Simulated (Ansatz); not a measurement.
C₉H₁₄O₃S₂⁻, that is dimethylphenylsulfonium mesylate with one electron more. The state is a doublet with charge -1. Geometry PBE0-D4/def2-SVP; atoms count from 1.

```tsv
atom	x (Å)	y (Å)	z (Å)
C1	5.196	0.695	-0.744
S2	3.428	0.509	-0.465
O3	3.096	-0.835	-0.982
O4	3.247	0.677	0.992
O5	2.811	1.612	-1.263
H6	5.393	0.586	-1.818
H7	5.503	1.689	-0.393
H8	5.715	-0.090	-0.177
C9	0.159	1.570	0.570
S10	-0.073	-0.198	0.158
C11	0.076	-0.003	-1.656
C12	-1.686	-0.611	0.512
C13	-1.927	-1.766	1.326
C14	-3.208	-2.152	1.634
C15	-4.336	-1.422	1.155
C16	-4.103	-0.288	0.355
C17	-2.826	0.129	0.027
H18	0.199	1.624	1.665
H19	1.119	1.881	0.129
H20	-0.690	2.146	0.178
H21	1.040	0.496	-1.848
H22	0.075	-1.018	-2.069
H23	-0.781	0.576	-2.026
H24	-1.071	-2.337	1.699
H25	-3.360	-3.038	2.258
H26	-5.352	-1.734	1.402
H27	-4.956	0.287	-0.023
H28	-2.686	1.016	-0.597
```

The highest occupied level of the relaxed charge -1 doublet lies above zero (up to 0.52 eV). By energy differences its removal costs 0.69 eV (each at its own geometry, to the charge 0 singlet, at PBE0-D4/def2-SVP); self-interaction error and the lack of diffuse functions both raise the level. In the doublet geometry the species has come apart into loosely held pieces.

(1) Estimate the Mulliken populations from the PBE0/def2-SVP orbitals of Ansatz.

(2) Where does the spin sit?

(3) And the Mayer bond orders between bonded heavy atoms (over 0.3)?

## Answers

(1) 
```tsv
atom	charge (e)	spin (α − β)
C1	-0.13	0.00
S2	0.91	0.00
O3	-0.59	0.00
O4	-0.59	0.00
O5	-0.59	0.00
H6	0.05	0.00
H7	0.05	0.00
H8	0.05	0.00
C9	-0.13	0.06
S10	0.12	0.09
C11	-0.13	0.06
C12	-0.21	0.20
C13	0.02	0.11
C14	-0.06	-0.04
C15	-0.08	0.44
C16	-0.03	-0.17
C17	-0.03	0.30
H18	0.08	0.00
H19	0.11	0.00
H20	0.05	0.00
H21	0.11	0.00
H22	0.08	0.00
H23	0.05	0.00
H24	-0.01	-0.01
H25	-0.02	0.00
H26	-0.04	-0.02
H27	-0.03	0.01
H28	-0.03	-0.02
```
Mulliken values and Mayer orders depend strongly on the basis.

(2) Summed by element: C 0.95, S 0.09, O 0.00, H -0.04, of 1 unpaired in all. Largest on single atoms: C15 0.44, C17 0.30, C12 0.20.

(3) C1–S2 0.88 (1.80 Å); S2–O3 1.58 (1.48 Å); S2–O4 1.58 (1.48 Å); S2–O5 1.45 (1.49 Å); C9–S10 0.87 (1.83 Å); S10–C11 0.87 (1.83 Å); S10–C12 1.12 (1.70 Å); C12–C13 1.22 (1.43 Å); C12–C17 1.15 (1.44 Å); C13–C14 1.58 (1.37 Å); C14–C15 1.21 (1.43 Å); C15–C16 1.32 (1.41 Å); C16–C17 1.52 (1.38 Å).
